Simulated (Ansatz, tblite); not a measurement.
Removing an electron: the cluster ZnCl3⁻ (the lowest singlet isomer of a short search). Total charge -1; singlet. Geometry: PBE-D4/def2-SVPD. Ansatz, gas phase; energy differences of separate SCF runs; the oxidised species was run as a doublet alone.

```tsv
atom	x (Å)	y (Å)	z (Å)
Zn1	0.000	0.000	0.000
Cl2	-1.248	1.399	1.228
Cl3	-0.917	-1.099	-1.726
Cl4	2.165	-0.301	0.498
```

The xTB rows come from tblite. HOMO above LUMO, or a gap near zero within one spin, warns that the state may not be the lowest or that an electron is smeared out. The structure comes from a short search, and lower isomers may exist.

```tsv
level	−HOMO (eV)	vertical IE (eV)	−LUMO (eV)	HOMO–LUMO gap (eV)	remarks
GFN1-xTB	8.73	10.71	2.93	5.80	–
GFN2-xTB	7.52	9.97	2.45	5.07	–
PBE-D4/def2-TZVPD	2.71	5.36	-2.42	5.13	gap within one spin near zero (doublet)
r2SCAN-D4/def2-TZVPD	3.04	5.62	-2.83	5.86	gap within one spin near zero (doublet)
PBE0-D4/def2-TZVPD	4.08	5.94	-3.23	7.30	–
```

  Raw xTB energy differences between charge states are shifted by several eV; the methods need an empirical correction for them.
